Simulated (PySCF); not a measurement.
Where the electron goes

Compound: ClGaH2.
Z-matrix (Å and degrees, PBE0-D3(BJ)/def2-SVP geometry), rows numbered from 1:
```
Cl
Ga  1  2.1546
H   2  1.5583  1  115.01
H   2  1.5581  1  114.85  3  -179.86
```

Level of theory: PySCF, TDDFT CAM-B3LYP/def2-SVPD, vertical, gas phase, core orbitals frozen in the response. The CAM-B3LYP/def2-SVPD calculation is non-relativistic and has no spin–orbit coupling, an omission that weighs most on gallium.

Frontier orbitals with the atoms that hold most of them (Löwdin shares over 4%, at most four atoms; ? is withheld):

| orbital | ε (eV) | atoms |
| --- | --- | --- |
| LUMO+2 | 0.80 | Ga2 78%, Cl1 16% |
| LUMO+1 | 0.64 | Ga2 47%, Cl1 20%, H3 16%, H4 16% |
| LUMO | -1.00 | ? |
| HOMO | ? | Cl1 58%, Ga2 20%, H4 11%, H3 11% |
| HOMO-1 | -10.62 | ? |
| HOMO-2 | -11.27 | Cl1 58%, Ga2 25%, H4 9%, H3 8% |
| HOMO-3 | -11.37 | Cl1 38%, Ga2 29%, H3 17%, H4 16% |

Problem. Give the leading atoms of the HOMO-1.

Solution. Cl1 (bonded to Ga) 90%; Ga2 (bonded to Cl and 2 H) 9%.

Problem. Which atoms hold the LUMO, and with what shares?

Solution. Ga2 (bonded to Cl and 2 H) 65%; Cl1 (bonded to Ga) 15%; H3 (bonded to Ga) 10%; H4 (bonded to Ga) 10%. By element: gallium 65%, hydrogen 20%, chlorine 15%.

Problem. What is the HOMO energy, and the HOMO–LUMO gap?

Solution. ε(HOMO) = -9.86 eV; the gap is 8.85 eV (0.3254 hartree).

Problem. The HOMO–LUMO gap is 8.85 eV. Where does the response calculation put the lowest singlet, and from which orbitals?

Solution. S1 is at 5.24 eV (f = 0.0000), 3.62 eV below the gap, made of HOMO→LUMO (97%). Without the coupling terms of the response equations the lowest excitation would equal the gap.

Problem. One configuration dominates each of S1, S2 and S4. Which, and how do the shares of the two leading atoms of either orbital change from the occupied to the empty one?

Solution. 
- S1 (5.24 eV, f 0.0000), HOMO→LUMO (97%): Cl1 58% → 15%, Ga2 20% → 65%
- S2 (6.54 eV, f 0.038), HOMO-1→LUMO (95%): Cl1 90% → 15%, Ga2 9% → 65%
- S4 (6.70 eV, f 0.015), HOMO-2→LUMO (98%): Cl1 58% → 15%, Ga2 25% → 65%

Löwdin shares depend on the basis, the more so with diffuse functions.

Hardware: Intel Xeon at 2.70 GHz, one thread, shared host with 64 logical CPUs at a one-minute load of 62. Cost: 21 s wall, 0.38 GiB resident at most.
